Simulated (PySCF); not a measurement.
Input for PySCF: R-HF/3-21G on ClH7Si2 (a complex).

```python
from pyscf import gto, scf, dft, mp
from pyscf.data.elements import chemcore

mol = gto.M(
    atom='''
    Si    0.04874445    0.00566945    0.02378797
    H     0.53973453   -1.38819971    0.05790655
    H     0.06935450    0.50378241   -1.37126734
    H     0.92632966    0.86328202    0.85211315
    H    -1.33320496    0.06924721    0.54633631
    Si    0.13680163    1.01731671    4.02224393
    Cl    0.02365325   -1.00042263    3.58067624
    H    -0.86006009    1.73101023    3.20238524
    H     1.49957414    1.48765573    3.71076868
    H    -0.15494292    1.18848853    5.45893381
    ''',
    basis='3-21g',
    charge=0, spin=0, verbose=3, max_memory=1800)
mf = scf.RHF(mol)
mf.conv_tol = 1e-8
mf.max_cycle = 100
mf.kernel()
if not mf.converged:
    mf = mf.newton().run(mf.mo_coeff, mf.mo_occ)
```

Question: Predict the final total energy.

Answer: -1036.1414 hartree.
